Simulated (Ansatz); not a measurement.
Molecule: BaCl2 (charge -1, doublet). 
Coordinates optimised at B3LYP-D3(BJ)/def2-TZVP (Ansatz, a quantum-chemistry and plane-wave program):
```xyz
3

Ba    -0.0106     0.5028     0.1214
Cl     1.8017    -0.3856    -1.8768
Cl    -1.7668    -1.2705     1.4770
```
Charge -1, spin multiplicity 2.

Basis-set convergence of Hartree-Fock and CCSD correlation energies (hartree) with Ansatz. Cores are frozen in the correlated levels unless marked. UHF or UKS for open shells. Spin-orbit coupling is left out. Frozen are the shells of the preceding noble gas and the d and f shells that filled before the atom's block. The outer core of K, Ca and their heavier congeners is not correlated, a term that matters for these elements. Past Kr the def2 sets carry scalar-relativistic core potentials.

| basis | functions | E(HF) | E(corr, CCSD) |
|---|---|---|---|
| def2-SVPD | 87 | -944.05046 | -0.33783 |
| def2-TZVPPD | 142 | (withheld) | (withheld) |

Complete the blanks.


- def2-TZVPPD, E(HF): -944.36726
- def2-TZVPPD, E(corr, CCSD): -0.44118
